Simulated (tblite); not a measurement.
A geometry optimisation, step by step.

Species: C4H11BNSi (doublet state).
Numbering: `[CH3:1][B:2]1[CH2:3][SiH:4][CH2:5][CH2:6][NH:7]1` (hydrogens: H8, H9, H10 on C1; H11, H12 on C3; H13 on Si4; H14, H15 on C5; H16, H17 on C6; H18 on N7)

Computed with GFN2-xTB (tblite), gas phase: L-BFGS steps from a force-field or distance-geometry start until the largest atomic force falls under 0.01 eV/Å. 4 of its 113 geometries are shown.

Step 0: E = -543.2997 eV, largest atomic force 1.358 eV/Å
```
atom  x, y, z in Å  |  force x, y, z in eV/Å
C1      2.355    0.038    0.500   -0.901  -0.511  -0.225
B2      0.962    0.133   -0.305    0.176  -0.710   0.878
C3      0.304    1.557   -0.412   -0.157   0.175  -1.197
Si4    -1.463    1.367    0.215   -0.433   0.408   1.027
C5     -1.991   -0.327   -0.418   -0.509   0.623  -1.094
C6     -1.000   -1.302    0.187   -0.373   0.580   0.427
N7      0.252   -1.172   -0.515    1.083   0.385  -0.195
H8      2.083   -0.337    1.521    0.469   0.524  -0.779
H9      2.945   -0.757    0.030    0.230   0.436   0.331
H10     2.868    1.006    0.533    0.104  -0.616   0.216
H11     0.189    1.873   -1.486    0.348  -0.151   0.842
H12     0.843    2.338    0.129    0.004  -0.101  -0.301
H13    -1.448    1.226    1.707   -0.072   0.222  -0.211
H14    -3.019   -0.578   -0.163   -0.031  -0.066  -0.329
H15    -1.827   -0.251   -1.529   -0.624  -0.631   0.786
H16    -1.405   -2.325    0.217    0.401   0.073  -0.298
H17    -0.907   -0.961    1.257    0.500  -0.739  -0.727
H18     0.248   -1.521   -1.483   -0.214   0.097   0.848
```

Step 37: E = -544.5429 eV, largest atomic force 0.183 eV/Å
```
atom  x, y, z in Å  |  force x, y, z in eV/Å
C1      2.503    0.060    0.304    0.005  -0.071   0.024
B2      0.968    0.166   -0.130   -0.027  -0.007   0.054
C3      0.271    1.583   -0.327    0.053   0.039  -0.075
Si4    -1.531    1.459    0.247    0.084   0.041  -0.074
C5     -2.127   -0.230   -0.405    0.018  -0.011   0.003
C6     -1.152   -1.361   -0.083    0.071   0.001   0.009
N7      0.262   -1.032   -0.192    0.073   0.074   0.102
H8      2.503   -0.194    1.365    0.085   0.094   0.080
H9      3.054   -0.740   -0.182   -0.047  -0.087  -0.154
H10     3.093    0.965    0.187   -0.121   0.053  -0.021
H11     0.297    1.851   -1.390    0.001  -0.058   0.139
H12     0.824    2.376    0.188   -0.138  -0.102  -0.056
H13    -1.731    1.568    1.696    0.027  -0.035   0.102
H14    -3.084   -0.497    0.041   -0.087   0.010  -0.082
H15    -2.281   -0.176   -1.484    0.047  -0.027   0.016
H16    -1.368   -2.224   -0.730    0.057   0.052  -0.025
H17    -1.329   -1.700    0.952   -0.045   0.071  -0.015
H18     0.818   -1.868   -0.067   -0.055  -0.036  -0.025
```

Step 75: E = -544.6306 eV, largest atomic force 0.047 eV/Å
```
atom  x, y, z in Å  |  force x, y, z in eV/Å
C1      2.517    0.070    0.198   -0.020  -0.001  -0.023
B2      0.939    0.152   -0.018   -0.011   0.017  -0.016
C3      0.231    1.565   -0.226    0.022  -0.030   0.015
Si4    -1.568    1.426    0.336   -0.017   0.007  -0.034
C5     -2.068   -0.198   -0.528    0.027  -0.003   0.029
C6     -1.197   -1.328    0.007    0.005  -0.008   0.010
N7      0.229   -1.038    0.015   -0.024   0.014  -0.013
H8      2.732   -0.081    1.256    0.043  -0.002  -0.016
H9      2.964   -0.764   -0.340    0.012  -0.038   0.025
H10     3.042    0.970   -0.109   -0.016   0.018   0.006
H11     0.256    1.817   -1.288    0.028   0.011  -0.010
H12     0.773    2.363    0.279    0.011   0.008   0.016
H13    -1.724    1.313    1.795   -0.034  -0.001   0.028
H14    -3.112   -0.470   -0.380   -0.005  -0.005  -0.009
H15    -1.905   -0.105   -1.602   -0.025   0.003  -0.016
H16    -1.360   -2.233   -0.594    0.000  -0.007   0.008
H17    -1.512   -1.562    1.036   -0.016  -0.009   0.006
H18     0.754   -1.891    0.152    0.020   0.026  -0.006
```

Step 112: E = -544.6513 eV, largest atomic force 0.009 eV/Å
```
atom  x, y, z in Å  |  force x, y, z in eV/Å
C1      2.537    0.041    0.027    0.002  -0.001   0.001
B2      0.945    0.131    0.019   -0.001  -0.002   0.007
C3      0.252    1.569    0.011   -0.001   0.004   0.000
Si4    -1.630    1.441    0.166    0.005  -0.003   0.000
C5     -2.034   -0.251   -0.611    0.005  -0.003   0.003
C6     -1.199   -1.312    0.097    0.006  -0.001   0.002
N7      0.230   -1.055    0.029    0.003  -0.007  -0.002
H8      2.916    0.166    1.041   -0.002   0.003   0.001
H9      2.911   -0.915   -0.335    0.001  -0.003   0.001
H10     3.000    0.823   -0.572   -0.001   0.000  -0.004
H11     0.534    2.080   -0.913   -0.004   0.000   0.004
H12     0.663    2.189    0.810   -0.004  -0.005  -0.007
H13    -2.113    1.460    1.558   -0.001   0.005   0.003
H14    -3.087   -0.516   -0.519   -0.004  -0.001   0.002
H15    -1.789   -0.261   -1.673    0.002   0.006  -0.005
H16    -1.391   -2.295   -0.354   -0.003   0.005   0.001
H17    -1.512   -1.373    1.151   -0.001  -0.001  -0.004
H18     0.758   -1.916    0.055   -0.001   0.005  -0.001
```

Task: Summarise the path.

Result: The energy falls by 130.41 kJ/mol from step 0 to step 112; nine tenths of that is first reached at step 34. It falls at every step. The largest force goes from 1.358 to 0.009 eV/Å. Among the bonds B2–N7 changes most, from 1.500 to 1.385 Å; the atoms move by 0.704 Å rms after alignment.

Task: Follow the three bonds and two angles with the largest change from start to end.

Result: 
| step | E above end (kJ/mol) | largest force (eV/Å) | B2–N7 (Å) | C5–H15 (Å) | C3–H11 (Å) | B2–N7–C6 (°) | Si4–C5–H15 (°) |
| --- | --- | --- | --- | --- | --- | --- | --- |
| 0 | 130.41 | 1.358 | 1.500 | 1.126 | 1.125 | 114.9 | 103.3 |
| 5 | 93.33 | 0.363 | 1.461 | 1.093 | 1.094 | 113.4 | 111.2 |
| 10 | 85.25 | 0.482 | 1.451 | 1.091 | 1.092 | 116.5 | 112.6 |
| 15 | 67.52 | 0.529 | 1.425 | 1.092 | 1.098 | 123.4 | 112.6 |
| 19 | 53.73 | 0.608 | 1.414 | 1.088 | 1.088 | 124.7 | 112.9 |
| 24 | 30.14 | 0.542 | 1.399 | 1.092 | 1.092 | 123.7 | 111.7 |
| 29 | 19.62 | 0.355 | 1.396 | 1.089 | 1.097 | 127.8 | 111.8 |
| 34 | 12.83 | 0.317 | 1.389 | 1.089 | 1.086 | 132.0 | 110.0 |
| 39 | 9.15 | 0.174 | 1.390 | 1.092 | 1.094 | 133.6 | 109.5 |
| 44 | 7.09 | 0.188 | 1.385 | 1.089 | 1.093 | 134.6 | 109.5 |
| 49 | 5.18 | 0.124 | 1.385 | 1.092 | 1.090 | 133.5 | 109.3 |
| 54 | 4.28 | 0.110 | 1.387 | 1.089 | 1.093 | 134.1 | 109.3 |
| 58 | 3.34 | 0.123 | 1.387 | 1.093 | 1.091 | 133.2 | 109.2 |
| 63 | 2.37 | 0.055 | 1.386 | 1.091 | 1.093 | 133.0 | 109.5 |
| 68 | 2.21 | 0.038 | 1.386 | 1.091 | 1.092 | 132.5 | 109.7 |
| 73 | 2.06 | 0.044 | 1.387 | 1.091 | 1.092 | 132.4 | 109.6 |
| 78 | 1.80 | 0.057 | 1.387 | 1.090 | 1.092 | 132.3 | 109.4 |
| 83 | 1.50 | 0.073 | 1.386 | 1.092 | 1.093 | 132.6 | 109.2 |
| 88 | 0.82 | 0.091 | 1.385 | 1.090 | 1.092 | 132.4 | 109.4 |
| 93 | 0.51 | 0.046 | 1.385 | 1.091 | 1.094 | 132.2 | 110.0 |
| 97 | 0.38 | 0.039 | 1.385 | 1.091 | 1.093 | 132.0 | 110.7 |
| 102 | 0.15 | 0.049 | 1.385 | 1.091 | 1.092 | 131.5 | 111.0 |
| 107 | 0.02 | 0.026 | 1.385 | 1.091 | 1.093 | 131.3 | 110.9 |
| 112 | 0.00 | 0.009 | 1.385 | 1.090 | 1.092 | 131.3 | 111.0 |

The cost below is that of the whole relaxation. Hardware: one thread of an Arm Neoverse V1, on a shared host. Cost: 0.84 s.
